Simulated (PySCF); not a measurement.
**Correlation energy of Yb (ytterbium, neutral)**

[Xe] 4f14 6s1 6p1, high-spin 3P determinant (an excited configuration). Calculation: PySCF 2.14, in ANO-RCC-VTZP (8s7p5d3f2g1h, 104 functions); the spin-free X2C one-electron Hamiltonian (Gaussian nucleus). Frozen: [Ar] 3d10; 42 electrons correlated.

MP2 pair energies summed by pair of shells (mhartree):

| pair | energy | share (%) |
| --- | --- | --- |
| 4f-4f | -700.76 | 38.5 |
| 4f-5p | -307.56 | 16.9 |
| 4d-4f | -307.51 | 16.9 |
| 5p-5p | -126.09 | 6.9 |
| 4f-5s | -65.91 | 3.6 |
| 4d-4d | -62.92 | 3.5 |
| 4p-4f | -61.57 | 3.4 |
| 4d-5p | -33.54 | 1.8 |
| 5s-5p | -31.25 | 1.7 |
| 4p-4d | -29.36 | 1.6 |
| 4d-5s | -15.70 | 0.9 |
| 4s-4f | -15.17 | 0.8 |
| 5p-6s | -11.78 | 0.6 |
| 4f-6s | -9.02 | 0.5 |
| 4s-4d | -7.42 | 0.4 |
| 5s-5s | -6.13 | 0.3 |
| 4p-4p | -6.08 | 0.3 |
| 4p-5p | -5.02 | 0.3 |
| 5p-6p | -3.94 | 0.2 |
| 4f-6p | -3.39 | 0.2 |
| 4s-4p | -2.86 | 0.2 |
| 4p-5s | -2.48 | 0.1 |
| 6s-6p | -1.55 | 0.1 |
| 5s-6s | -0.57 | 0.0 |
| 4s-5p | -0.56 | 0.0 |
| 4s-4s | -0.55 | 0.0 |
| 4d-6s | -0.54 | 0.0 |
| 4s-5s | -0.27 | 0.0 |
| 4d-6p | -0.24 | 0.0 |
| 5s-6p | -0.23 | 0.0 |

Total MP2 correlation energy: -1820.1 mhartree.

Same-spin part -700.18 and opposite-spin part -1119.9 mhartree; SCS-MP2 scales them by 1/3 and 6/5 to -1577.3 mhartree.

The basis was made for the ground configuration and has no added diffuse functions, which can raise the energy of the promoted electron.
